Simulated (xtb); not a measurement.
C$_{8}$H$_{12}$, triplet, from a rough starting geometry (a higher spin typed on purpose: for a closed-shell molecule this is an excited state); GFN2-xTB (xtb).

Here is a job for xtb.
```
$ xtb mol.xyz --gfn 2 --uhf 2 --opt vtight --json

# file mol.xyz
20

C     -0.70291662    -1.74965746    -0.13308448
C      0.71832557    -1.73300038    -0.10947975
C      1.54177592    -0.60571580    -0.53733873
C      1.50651388     0.56492642     0.63243339
C      0.67275041     1.69146697     0.12958957
C     -0.67012140     1.71678928     0.10951030
C     -1.54855558     0.57083821     0.52785710
C     -1.54679621    -0.54707960    -0.51203865
H     -1.17959761    -2.57752945     0.22378703
H      1.18620223    -2.57199552     0.23085200
H      1.17515056    -0.19405423    -1.51513185
H      2.57435523    -0.93592671    -0.72976592
H      2.56293959     0.91663032     0.69107280
H      1.17405405     0.11674416     1.46087423
H      1.20802755     2.60382035    -0.21479984
H     -1.16124782     2.56703738    -0.24300402
H     -1.22860366     0.16751742     1.45993903
H     -2.56419014     0.87198651     0.61661462
H     -1.20923985    -0.16592298    -1.47544556
H     -2.54148681    -0.92656334    -0.66318292
```

Output, abridged:

```
   ID    Z sym.   atoms
    1    6 C      1-8
    2    1 H      9-20

           -------------------------------------------------
          |                Calculation Setup                |
           -------------------------------------------------

           -------------------------------------------------
          |                 G F N 2 - x T B                 |
           -------------------------------------------------

          ...................................................
          :                      SETUP                      :
          :.................................................:
          :  # basis functions                  44          :
          :  # atomic orbitals                  44          :
          :  # shells                           28          :
          :  # electrons                        44          :
          :  max. iterations                   250          :
          :  Hamiltonian                  GFN2-xTB          :
          :  restarted?                      false          :
          :  GBSA solvation                  false          :
          :  PC potential                    false          :
          :  electronic temp.          300.0000000     K    :
          :  accuracy                    1.0000000          :
          :  -> integral cutoff          0.2500000E+02      :
          :  -> integral neglect         0.1000000E-07      :
          :  -> SCF convergence          0.1000000E-05 Eh   :
          :  -> wf. convergence          0.1000000E-03 e    :
          :  Broyden damping             0.4000000          :
          :  net charge                          0          :
          :  unpaired electrons                  2          :
          ...................................................

 iter      E             dE          RMSdq      gap      omega  full diag
   1    -23.3960969 -0.233961E+02  0.330E+00    0.96       0.0  T
   2    -23.3266369  0.694600E-01  0.268E+00    0.83       1.0  T
   3    -23.1003687  0.226268E+00  0.358E+00    2.44       1.0  T
   4    -23.4296108 -0.329242E+00  0.741E-01    0.91       1.0  T
   5    -23.4308253 -0.121456E-02  0.446E-01    0.93       1.0  T
   6    -23.4333874 -0.256210E-02  0.180E-01    0.89       1.0  T
   7    -23.4337047 -0.317254E-03  0.830E-02    0.89       1.0  T
   8    -23.4338074 -0.102738E-03  0.261E-02    0.88       1.0  T
   9    -23.4338108 -0.334518E-05  0.151E-02    0.88       1.5  T
  10    -23.4338151 -0.429653E-05  0.364E-03    0.88       6.2  T
  11    -23.4338152 -0.176742E-06  0.264E-04    0.88      84.6  T
  12    -23.4338152  0.615081E-10  0.108E-04    0.88     206.3  T

   *** convergence criteria satisfied after 12 iterations ***

 transition dipole moment (au) for excitation:          22          23
     X       Y       Z
   0.6945   0.2221   0.0880  total (au/Debye):    0.734   1.867
 dE (eV)             :    3.803
 oscillator strength :  0.71086E-01

         :::::::::::::::::::::::::::::::::::::::::::::::::::::
         ::                     SUMMARY                     ::
         :::::::::::::::::::::::::::::::::::::::::::::::::::::
         :: total energy             -23.024154930381 Eh    ::
         :: gradient norm              0.192504909146 Eh/a0 ::
         :: HOMO-LUMO gap              0.876892455684 eV    ::
         ::.................................................::
         :: SCC energy               -23.433739513963 Eh    ::
         :: -> isotropic ES            0.003982837409 Eh    ::
         :: -> anisotropic ES          0.005601292430 Eh    ::
         :: -> anisotropic XC          0.015261231152 Eh    ::
         :: -> dispersion             -0.015436354588 Eh    ::
         :: repulsion energy           0.409584583582 Eh    ::
         :: add. restraining           0.000000000000 Eh    ::
         :: total charge               0.000000000000 e     ::
         :::::::::::::::::::::::::::::::::::::::::::::::::::::

[...]
 * total energy  :   -23.0534207 Eh     change       -0.1075157E-02 Eh
 * total energy  :   -23.0544191 Eh     change       -0.9984203E-03 Eh
 * total energy  :   -23.0547680 Eh     change       -0.3488376E-03 Eh
 * total energy  :   -23.0548826 Eh     change       -0.1146909E-03 Eh
 * total energy  :   -23.0549350 Eh     change       -0.5234148E-04 Eh
 * total energy  :   -23.0549749 Eh     change       -0.3994965E-04 Eh
 * total energy  :   -23.0549938 Eh     change       -0.1891098E-04 Eh
 * total energy  :   -23.0550026 Eh     change       -0.8720131E-05 Eh
 * total energy  :   -23.0550052 Eh     change       -0.2618769E-05 Eh
 * total energy  :   -23.0550059 Eh     change       -0.7328995E-06 Eh
 * total energy  :   -23.0550063 Eh     change       -0.4300074E-06 Eh
 * total energy  :   -23.0550064 Eh     change       -0.5578724E-07 Eh
   *** GEOMETRY OPTIMIZATION CONVERGED AFTER 15 ITERATIONS ***
         :: total energy             -23.055006403717 Eh    ::
[...]
     4   6 C        3.767    -0.049    21.497     6.608
     5   6 C        2.889    -0.055    29.365     8.884
     6   6 C        2.889    -0.055    29.364     8.884
     7   6 C        3.767    -0.049    21.498     6.608
     8   6 C        3.766    -0.049    21.498     6.608
     9   1 H        0.925     0.020     2.734     2.586
    10   1 H        0.925     0.020     2.735     2.586
    11   1 H        0.925     0.045     2.388     2.417
    12   1 H        0.925     0.040     2.451     2.448
    13   1 H        0.925     0.040     2.451     2.448
    14   1 H        0.925     0.045     2.388     2.417
    15   1 H        0.925     0.020     2.734     2.586
    16   1 H        0.925     0.020     2.734     2.586
    17   1 H        0.925     0.045     2.388     2.417
    18   1 H        0.925     0.040     2.451     2.448
    19   1 H        0.925     0.045     2.388     2.417
    20   1 H        0.925     0.040     2.451     2.448

 Mol. C6AA /au·bohr⁶  :       3504.308341
 Mol. C8AA /au·bohr⁸  :      79619.633156
 Mol. α(0) /au        :         91.772741

Wiberg/Mayer (AO) data.
largest (>0.10) Wiberg bond orders for each atom

 ---------------------------------------------------------------------------
     #   Z sym  total        # sym  WBO       # sym  WBO       # sym  WBO
 ---------------------------------------------------------------------------
     1   6 C    3.835 --     2 C    1.291     8 C    1.188     9 H    0.971
                             5 C    0.148     6 C    0.117
     2   6 C    3.835 --     1 C    1.291     3 C    1.188    10 H    0.971
                             6 C    0.148     5 C    0.117
     3   6 C    3.983 --     2 C    1.188    12 H    0.972    11 H    0.970
                             4 C    0.738
     4   6 C    3.983 --     5 C    1.188    13 H    0.972    14 H    0.970
                             3 C    0.738
     5   6 C    3.835 --     6 C    1.292     4 C    1.188    15 H    0.971
                             1 C    0.148     2 C    0.117
     6   6 C    3.835 --     5 C    1.292     7 C    1.188    16 H    0.971
                             2 C    0.148     1 C    0.117
     7   6 C    3.983 --     6 C    1.188    18 H    0.972    17 H    0.970
                             8 C    0.737
     8   6 C    3.983 --     1 C    1.188    20 H    0.972    19 H    0.970
                             7 C    0.737
     9   1 H    1.000 --     1 C    0.971
    10   1 H    1.000 --     2 C    0.971
    11   1 H    0.998 --     3 C    0.970
    12   1 H    0.998 --     3 C    0.972
    13   1 H    0.998 --     4 C    0.972
    14   1 H    0.998 --     4 C    0.970
    15   1 H    1.000 --     5 C    0.971
    16   1 H    1.000 --     6 C    0.971
    17   1 H    0.998 --     7 C    0.970
    18   1 H    0.998 --     7 C    0.972
    19   1 H    0.998 --     8 C    0.970
    20   1 H    0.998 --     8 C    0.972
 ---------------------------------------------------------------------------

Topologies differ in total number of bonds
Writing topology from bond orders to xtbtopo.mol

molecular dipole:
                 x           y           z       tot (Debye)
 q only:        0.000       0.000       0.000
   full:        0.000       0.000       0.000       0.001
molecular quadrupole (traceless):
                xx          xy          yy          xz          yz          zz
 q only:        2.399      -0.003      -2.554       0.009      -0.477       0.155
  q+dip:        5.005       0.009      -3.626       0.022      -4.330      -1.379
   full:        3.791       0.003      -3.483       0.015      -2.545      -0.308

optimized geometry written to: xtbopt.xyz

           -------------------------------------------------
          | TOTAL ENERGY              -23.055006403717 Eh   |
          | GRADIENT NORM               0.000124103745 Eh/α |
          | HOMO-LUMO GAP               1.435968403706 eV   |
           -------------------------------------------------
```
